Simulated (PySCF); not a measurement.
Al₂H₄, SMILES [AlH2][AlH2-], charge -1, multiplicity 2. Geometry optimised at PBE-D3(BJ)/def2-TZVPD.

The numbers are results of PBE-D3(BJ)/def2-TZVPD run with PySCF, not measurements.

Harmonic wavenumbers (cm⁻¹): 267, 282, 285, 373, 414, 449, 707, 768, 1679, 1680, 1688, 1712. Rotational constants (GHz): 69.36, 4.888, 4.567; symmetry number 4.

Question: Work out the zero-point energy and the ideal-gas rigid-rotor harmonic-oscillator thermochemistry at 298.15 K and 1 atm.

Answer: ZPE = ½ Σ hcν = ½ × 10302 cm⁻¹ = 14.73 kcal/mol. H − E(el) = 18.64 kcal/mol. Entropy in cal/(mol K): translation 38.09, rotation 20.10, vibration 7.98, spin 1.38, total 67.55. G − E(el) = -1.50 kcal/mol. Cp = 19.10 cal/(mol K).
